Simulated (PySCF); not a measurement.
# MTe for M along group 13

PBE with double-zeta basis sets in PySCF, for the lowest determinant that a PBE0 search found; no spin–orbit coupling. De refers to high-spin ground-configuration atoms. A positive dipole means M(−)Te(+).

```csv
M,basis,state (unpaired electrons),Re (Å),ωe (cm⁻¹),De (eV),μ (D)
B,aug-cc-pVDZ/aug-cc-pVDZ-PP,doublet (σ ↑),1.976,796,4.32,0.34
Al,def2-SVP,doublet (σ ↑),2.393,391,3.36,-2.47
Tl,def2-SVP,doublet (π ↑),2.948,133,2.72,-3.23
```

The shortest bond is that of BTe (1.976 Å), the longest that of TlTe (2.948 Å). BTe is bound most strongly (4.32 eV) and TlTe least (2.72 eV).

The rows differ in basis set, which adds steps of its own.

The state changes along the series, so neighbouring rows are not always alike in their bonding.

Spin–orbit coupling is left out, which matters for elements this heavy, above all for dissociation energies. States were picked by a PBE0 search and need not be the measured ground states.
